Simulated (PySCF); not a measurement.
C₂H₃N₃, SMILES n1[nH]cnc1. The structure is a stationary point at PBE-D3(BJ)/def2-SVP.

Computed with PBE-D3(BJ)/def2-SVP run with PySCF.

Harmonic wavenumbers (cm⁻¹): 594, 672, 691, 805, 867, 931, 969, 1069, 1118, 1178, 1233, 1302, 1368, 1424, 1510, 3181, 3185, 3547. Rotational constants (GHz): 10.20, 9.721, 4.976; symmetry number 1.

Question: Work out the zero-point energy and the ideal-gas rigid-rotor harmonic-oscillator thermochemistry at 298.15 K and 1 atm.

Answer: ZPE = ½ Σ hcν = ½ × 25644 cm⁻¹ = 36.66 kcal/mol. H − E(el) = 39.50 kcal/mol. Entropy in cal/(mol K): translation 38.61, rotation 23.99, vibration 1.99, total 64.60. G − E(el) = 20.24 kcal/mol. Cp = 14.20 cal/(mol K).
